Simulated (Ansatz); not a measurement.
# A van 't Hoff estimate for C3H10BN ⇌ C2H7BN + CH3

Species: C3H10BN `BN(C)CC`, singlet; C2H7BN `B[N]CC`, doublet; CH3 (methyl radical) `[CH3]`, doublet. 

The electronic reaction energy at CCSD(T)/CBS estimate is +404.8 kJ/mol. Shapes: PBE0-D4/def2-TZVP. Flexible molecules stand in one conformer, not always the lowest. Programs: Ansatz 0.2.0. Enthalpy and entropy come from rigid-rotor, harmonic-oscillator sums on unscaled PBE0-D4/def2-TZVP wavenumbers, ideal gases at 1 bar; R ln 2 is added for the mirror twin of the chiral shape of C2H7BN. Symmetry numbers: C3H10BN 1, C2H7BN 1, CH3 6. R = 8.3145 J/(mol K).

| T (K) | ΔH (kJ/mol) | ΔS (J/(mol K)) |
| --- | --- | --- |
| 400 | +377.2 | +202.6 |
| 600 | ? | ? |
| 800 | +379.4 | +207.0 |

Question: Work out ln K at 400 and 800 K, and from these estimate it at 600 K.

Answer: 
1. 400 K: ΔG = +377.2 − 400 × (+202.6)/1000 = +296.2 kJ/mol; ln K = −ΔG/RT = -89.06.
2. 800 K: ΔG = +379.4 − 800 × (+207.0)/1000 = +213.8 kJ/mol; ln K = −ΔG/RT = -32.14.
3. Slope against 1000/T: (-32.14 − (-89.06))/(1.2500 − 2.5000) = -45.54, that is −ΔH/R with ΔH near +379 kJ/mol.
4. 600 K: ln K = -89.06 + (-45.54) × (1.6667 − 2.5000) = -51.11.

The full sums give ΔH = +379.2 kJ/mol, ΔS = +206.7 J/(mol K), ΔG = +255.2 kJ/mol and ln K = -51.16 at 600 K, so the line is off by +0.05 in ln K; without rounding the miss is +0.04, from the change of ΔH with temperature. The reactants are favoured over this whole range. The number of molecules rises, which sets the sign of ΔS, and lower pressure favours the products. An error of 10 kJ/mol in the energy moves ln K by 2.0 at 600 K. Soft modes are treated as harmonic, which can err either way at these temperatures; the lowest are those of C3H10BN (97 cm⁻¹), C2H7BN (102 cm⁻¹). Other conformers aren't counted. Open shells run unrestricted. The CBS estimate extrapolates MP2 from def2-TZVPP and def2-QZVPP and adds CCSD(T) − MP2 in the triple-zeta set, cores frozen.
